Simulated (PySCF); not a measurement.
Input for PySCF: R-M06-2X/def2-TZVPP on H2 (SMILES [H][H]).

```python
from pyscf import gto, dft

mol = gto.M(
    atom='''
    H     0.00000000    0.00000000    0.37198582
    H    -0.00000000   -0.00000000   -0.37198582
    ''',
    basis='def2-tzvpp',
    charge=0, spin=0, verbose=4, max_memory=1800)
mf = dft.RKS(mol, xc='m062x').density_fit(auxbasis='def2-universal-jkfit')
mf.grids.level = 4
mf.conv_tol = 1e-9
mf.max_cycle = 150
mf.kernel()
mf.dip_moment()
```

Task: Predict the final total energy.

Result: -1.1689 hartree.
